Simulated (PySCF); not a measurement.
**Cadmium: a sound run and one with changed settings**

Sound run: Cd [Kr] 4d10 5s2, Cd⁺ [Kr] 4d10 5s1. Computed with PySCF 2.14 in cc-pVDZ-PP with ECP28MDF, with a scalar-relativistic core potential. In the sound run the correlated levels freeze 4s2 4p6 outside the core potential. The sound run starts from symmetry-adapted Hartree-Fock orbitals and uses a fine grid where one is needed.

A second run was set up differently.

```
species  method  sound run (hartree)  changed run (hartree)  converged
     Cd     MP2           -167.17238             -167.33204        yes
    Cd⁺     MP2           -166.85602             -167.01202        yes
```

Ionisation energy of Cd:

| method | sound run (eV) | changed run (eV) |
| --- | --- | --- |
| UHF | 7.435 | 7.435 |
| MP2 | 8.609 | 8.708 |
| SCS-MP2 | 8.607 | 8.679 |

(1) What was changed?
A. basis contracted for another Hamiltonian
B. all electrons correlated in a valence basis
C. level shift left on
D. a valence shell is frozen

Answers

(1) B. A valence basis has no tight correlating functions, so it recovers only part of the core correlation, and not evenly between atom and ion.
